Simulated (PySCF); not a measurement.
C2H5ClOSi, SMILES [Si@@H](Cl)(C=C)O. Coordinates come from a PBE0-D3(BJ)/def2-SVP optimisation. The structure was generated by enumeration; whether it is a known compound was not checked. One conformer was computed; it need not be the lowest.

Q: Give the equilibrium geometry at PBE0-D3(BJ)/def2-SVP (PySCF confirms it by a frequency run) as Cartesian coordinates in Å. (The exact figures need the calculation; the answer reports its results.)

A: This is not unique; one that fits is 
```xyz
10

C      2.1903     1.2637    -0.2975
C      1.5396     0.1031    -0.4405
Si    -0.3152     0.0344    -0.4962
O     -0.9754     1.4904    -0.0641
Cl    -0.9129    -1.4597     0.8164
H      1.6495     2.2134    -0.2146
H      3.2837     1.3217    -0.2605
H      2.1185    -0.8255    -0.5235
H     -0.8728    -0.2884    -1.8299
H     -0.8227     1.7865     0.8387
```
